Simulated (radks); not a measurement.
The numbers below are computed, except where a source is named.
Spherical quantum dot in the effective-mass picture: electrons in a parabolic well V = omega^2 r^2 / 2 with omega = 3.64, all in effective atomic units (hartree* = m*/eps^2 hartree, bohr* = eps/m* bohr), one dielectric constant everywhere. Level of theory: non-relativistic Kohn-Sham, LDA (Slater exchange, Perdew-Wang correlation), spin-polarised, spherical densities (a radial shooting solver with Libxc functionals). Levels are named by radial order and angular momentum (1s, 1p, 1d, 2s, ...), and open shells are averaged over m.

N = 13, configuration 1s2 1p6 1d(up 5, down 0). This is the lowest configuration that the search found. Occupied and some empty levels:

level    occupation  eigenvalue (hartree*)  <r> (bohr*)
1s up             1                 18.294       0.7108
1s down           1                 18.456       0.7026
1p up             3                 20.834       0.9154
1p down           3                 21.051       0.9121
1d up             5                 23.553        1.068
1d down           0                 23.787        1.069
2s up             0                 23.856       0.9667
2s down           0                 24.020       0.9716
1f up             0                 26.422        1.195
1f down           0                 26.652        1.198
2p up             0                 26.859        1.103
2p down           0                 27.018        1.106

Energy (hartree*): total 203.253, kinetic 49.611, external 84.480, Hartree 80.507, exchange-correlation -11.345.

Electron density:

r (bohr*)  n(r) (e/bohr*^3)
0.139                 1.472
0.288                 1.707
0.438                 1.977
0.587                 2.123
0.737                 2.022
0.886                 1.664
1.03                  1.162
1.18                 0.6806
1.33                 0.3296
1.48                 0.1327
1.63                0.04412
1.78                0.01202
1.93               0.002735
